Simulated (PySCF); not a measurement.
**Towards the basis-set limit for CsCl**

State: ¹Σ⁺, singlet, closed shell. De refers to Cs + Cl. RHF-based CCSD(T) in PySCF 2.14 with Cs cc-pwCVDZ-X2C, Cl aug-cc-pVDZ-DK and Cs cc-pwCVTZ-X2C, Cl aug-cc-pVTZ-DK (frozen core orbitals: 28; spin-free X2C with a Gaussian nucleus). Correlation energies are extrapolated as n⁻³ (n = 2, 3), Hartree–Fock as (n+1)·exp(−9√n). CV is the change on freezing 24 orbitals instead, in Cs cc-pwCVTZ-X2C, Cl cc-pCVTZ-DK.

```
         Level  Re (Å)  ωe (cm⁻¹)  ωexe (cm⁻¹)  αe (cm⁻¹)  De (eV)
    CCSD(T)/DZ  3.0070      201.0        0.712   0.000327    4.200
    CCSD(T)/TZ  2.9455      208.5        0.716   0.000331    4.366
        HF/CBS  3.0126      196.3        0.678   0.000321    3.384
       MP2/CBS  2.9151      213.5        0.733   0.000336    4.633
      CCSD/CBS  2.9359      210.1        0.719   0.000332    4.349
   CCSD(T)/CBS  2.9277      211.6        0.723   0.000333    4.450
CCSD(T)/CBS+CV  2.9255      211.9        0.724   0.000333    4.457
```

**Question.** How much is left between CCSD(T)/TZ and the basis-set limit, and how much do the triples give at the limit?

**Answer.** CCSD(T)/CBS less CCSD(T)/TZ: -17.8 mÅ in Re, +3.1 cm⁻¹ in ωe and +0.084 eV in De. CCSD(T)/CBS less CCSD/CBS: -8.2 mÅ in Re, +1.5 cm⁻¹ in ωe and +0.101 eV in De.

**Question.** What do the later terms add?

**Answer.** CV: -2.2 mÅ in Re, +0.3 cm⁻¹ in ωe and +0.007 eV in De, each against the row above.

Measured (Huber and Herzberg, Constants of Diatomic Molecules (1979)): Re = 2.906272 Å, ωe = 214.17 cm⁻¹, ωexe = 0.731 cm⁻¹. The last row is off by 19.3 mÅ and -2.3 cm⁻¹.

The T1 diagnostic is 0.009. The open-shell atoms are computed with UHF. Spin–orbit coupling, excitations beyond (T) and corrections to the Born–Oppenheimer picture are left out, and spin–orbit coupling matters for open p, d or f shells this heavy.

The whole job (state search and all basis sets along the bond) took about 18 min on 4 threads of Intel Xeon 6975P-C (shared host), peak memory 8.4 GiB.
